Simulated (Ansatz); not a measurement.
Reaction (substitution at a C–Si bond): `C=C[Si](Cl)(Cl)Cl` + `N[SiH2]S` → `C=CS[SiH2]N` + trichlorosilane

Program: Ansatz. Geometries: PBE0-D4/def2-TZVP. ΔE: electronic, gas phase. CCSD(T)/CBS is the MP2 limit (def2-TZVPP, def2-QZVPP) plus CCSD(T) − MP2 in def2-TZVPP, frozen cores. This one scheme is used for every species. Functionals use def2-TZVPP. B3LYP here is the variant with VWN-RPA as its local correlation; programs differ in this. Each species was taken in one conformer, which may not be the lowest.

| level | ΔE (kJ/mol) | difference from CCSD(T)/CBS |
| --- | --- | --- |
| PBE-D4 | 40.8 | -9.4 |
| r2SCAN-D4 | 45.3 | -4.9 |
| PBE0-D4 | 46.0 | -4.2 |
| B3LYP-D4 | 47.4 | -2.8 |
| ωB97X-V | 49.2 | -1.0 |
| ωB97M-V | 51.4 | 1.2 |
| B2PLYP | 45.9 | -4.3 |
| PBE | 38.2 | -12.0 |
| r2SCAN | 44.7 | -5.5 |
| PBE0 | 43.6 | -6.6 |
| B3LYP | 43.0 | -7.2 |
| HF/def2-TZVPP | 52.9 | 2.7 |
| MP2/def2-TZVPP | 49.3 | -0.9 |
| SCS-MP2/def2-TZVPP | 48.3 | -1.9 |
| CCSD/def2-TZVPP | 52.0 | 1.8 |
| CCSD(T)/def2-TZVPP | 50.2 | 0.0 |
| HF/def2-QZVPP | 52.3 | 2.1 |
| MP2/def2-QZVPP | 49.2 | -1.0 |
| SCS-MP2/def2-QZVPP | 48.3 | -1.9 |
| HF/CBS(def2) | 52.3 | 2.1 |
| MP2/CBS(def2) | 49.4 | -0.8 |
| CCSD/CBS(def2) | 52.0 | 1.8 |
| CCSD(T)/CBS | 50.2 | 0 |

Largest T1 diagnostic among the species: 0.012.

The D4 term adds +4.3 kJ/mol with B3LYP and +2.4 kJ/mol with PBE0; it sums over pairs of atoms, weighted by their polarisabilities, and B3LYP, whose exchange is more repulsive, gets the larger term. From PBE to PBE0 (25 % exact exchange), in def2-TZVPP and without D4, ΔE moves by +5.5 kJ/mol.
